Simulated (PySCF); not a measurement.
## Titanium: a sound run and one with changed settings

Sound run: Ti [Ar] 3d2 4s2, Ti⁺ [Ar] 3d2 4s1. Computed with PySCF 2.14 in pcseg-2 (6s4p3d2f1g, 56 functions), with no relativity, point nucleus. In the sound run the correlated levels freeze [Ar]. The sound run starts from symmetry-adapted Hartree-Fock orbitals and uses a fine grid where one is needed.

Changed run: the spin-free X2C one-electron Hamiltonian (Gaussian nucleus). This setting is unsound on purpose.

```
species  method  sound run (hartree)  changed run (hartree)  converged
     Ti     UHF           -848.39669             -852.11507        yes
     Ti     LDA           -847.30434             -851.01895        yes
     Ti    BP86           -849.46088             -853.17757        yes
     Ti     MP2           -848.43313             -852.15190        yes
    Ti⁺     UHF           -848.19356             -851.91086        yes
    Ti⁺     LDA           -847.05179             -850.76466        yes
    Ti⁺    BP86           -849.21102             -852.92607        yes
    Ti⁺     MP2           -848.20358             -851.92105        yes
```

Ionisation energy of Ti:

```tsv
method	sound run (eV)	changed run (eV)
UHF	5.527	5.557
LDA	6.872	6.920
BP86	6.799	6.844
MP2	6.246	6.282
SCS-MP2	6.401	6.437
```

Most of the change in total energy is the relativistic energy itself. On top of that the contraction fixes the core shape for the Hamiltonian it was made with, so the changed run is not a good calculation with the other Hamiltonian either.

For comparison, NIST gives 6.828 eV between the lowest levels.
